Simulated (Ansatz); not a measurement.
Relaxation of CH5Cl2NOSi (11 atoms, charge 0, multiplicity 1), to a largest force component of 0.02 eV/Å in at most 40 steps.

Level of theory: Ansatz 0.2.0, RKS LDA/6-31G.

```xyz
11
Properties=species:S:1:pos:R:3
Si 0.000 0.000 0.000
N 0.000 0.000 1.820
H -0.877 -0.271 2.350
H 0.877 0.271 2.350
O 1.584 0.000 -0.559
C 2.350 -1.163 -0.836
H 1.719 -1.905 -1.367
H 3.218 -0.893 -1.473
H 2.714 -1.602 0.116
Cl -1.003 1.738 -0.709
Cl -1.003 -1.738 -0.709
```

Question: Where does it end, and by what steps?

Answer: It converged. Limits of this set-up: no polarisation functions. After 14 steps the energy has fallen by 0.291 eV; H3 moved furthest, 0.69 Å.

```csv
step,energy less start (eV),largest force component (eV/Å),accepted
0,0.0000,2.840,yes
1,-0.2043,1.255,yes
2,-0.2525,0.300,yes
3,-0.2569,0.078,yes
4,-0.2608,0.123,yes
5,-0.2636,0.061,yes
6,-0.2719,0.058,yes
7,-0.2575,0.845,no
8,-0.2798,0.067,yes
9,-0.2847,0.145,yes
10,-0.2856,0.264,yes
11,-0.2891,0.115,yes
12,-0.2902,0.090,yes
13,-0.2911,0.020,yes
14,-0.2912,0.008,yes
```

```xyz
11
Properties=species:S:1:pos:R:3
Si -0.029 0.038 -0.015
N 0.123 -0.113 1.696
H -0.437 -0.786 2.219
H 0.679 0.534 2.254
O 1.440 -0.020 -0.868
C 2.320 -1.164 -0.777
H 1.876 -2.039 -1.290
H 3.257 -0.882 -1.280
H 2.529 -1.429 0.279
Cl -0.858 1.899 -0.666
Cl -1.321 -1.602 -0.570
```

Run time: 86 s on 1 thread of AMD EPYC 7R43 64-Core Processor (Zen 3), with other jobs on the host, peak memory 0.22 GiB.
